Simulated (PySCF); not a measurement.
**BAs⁺: energy against distance**

Set-up: PySCF, no relativity, basis sets B def2-TZVPPD, As def2-TZVPPD. Energies in eV from B⁺ + As in their ground configurations at the same level. State: ⁴Σ⁻ (quartet), unpaired electrons σ ↑, π ↑↑.

All columns are PBE0. A positive dipole points towards As; it is taken about the centre of mass and depends on that origin.

```
R (Å)  E (eV)  μ (D)  Mulliken charge on B (basis-dependent)  HOMO (eV)  LUMO (eV)  Mayer bond order  ⟨S²⟩
1.698  -2.071  -1.76                                    0.59     -14.76     -11.76              1.44  3.75
1.778  -2.557  -1.94                                    0.59     -14.76     -11.50              1.47  3.75
1.857  -2.817  -2.13                                    0.57     -14.76     -11.26              1.48  3.75
1.916  -2.904  -2.28                                    0.55     -14.75     -11.09              1.47  3.75
1.975  -2.925  -2.44                                    0.54     -14.74     -10.93              1.45  3.75
2.034  -2.897  -2.60                                    0.53     -14.65     -10.78              1.42  3.75
2.113  -2.810  -2.82                                    0.52     -14.44     -10.59              1.35  3.76
2.212  -2.655  -3.10                                    0.53     -14.21     -10.38              1.24  3.76
2.330  -2.444  -3.46                                    0.54     -13.97     -10.30              1.10  3.76
2.489  -2.169  -3.99                                    0.58     -13.70     -10.31              0.92  3.77
```

A fit through these points gives, at Re = 1.968 Å, μ = -2.42 D and dμ/dR = -2.65 D/Å; the reduced mass is 9.599 u.

How strong is the fundamental in the double-harmonic approximation, I = 42.26·(dμ/dR)²/μred km/mol?

I = 42.26·(-2.65)²/9.599 = 30.9 km/mol at PBE0.

Spin–orbit coupling is left out. For an ion De counts to the pair picked by the measured ionisation energies or electron affinities, which need not be the lowest pair at this level. The state was picked by a PBE0 search and need not be the measured ground state.
